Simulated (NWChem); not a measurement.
# CH5AlO2; SMILES C[O][AlH][OH]

```xyz
9

Al    -0.4996     0.6669    -0.0345
H     -2.0692     0.6535    -0.1430
O      0.2795     2.1726     0.0234
H      1.2262     2.3057     0.0892
O      0.4365    -0.7430     0.0269
C      0.3088    -2.1231     0.0113
H      0.7450    -2.5679     0.9239
H     -0.7432    -2.4620    -0.0507
H      0.8463    -2.5580    -0.8507
```
Atoms are numbered in this order, from 1.

Level: PBE0/def2-SVP (NWChem), optimised geometry, unscaled harmonic frequencies. 

```
frequency (cm⁻¹)  IR intensity (km/mol)
----------------  ---------------------
81                                  0.3
102                                 2.6
102                                 6.1
249                                37.8
379                               214.7
509                               101.7
563                               120.7
663                                79.5
720                               192.5
909                               109.3
1188                               17.6
1192                                0.1
1280                              346.1
1474                                1.6
1480                                1.4
1487                               19.9
2000                              127.8
3001                               99.1
3079                               49.7
3092                               41.4
3986                               99.5
```

```json
{
  "zero_point_energy": "39.3 kcal/mol",
  "thermal correction to the enthalpy at 298.15 K (with zero-point energy)": "44.1 kcal/mol",
  "heat capacity Cv": "20.4 cal/(mol K)",
  "entropy at 298.15 K and 1 atm (symmetry number 1)": "79.4 cal/(mol K)",
  "dipole_moment": "1.45 D"
}
```

Rigid rotor and harmonic oscillator; modes under 100 cm⁻¹ make the entropy uncertain.
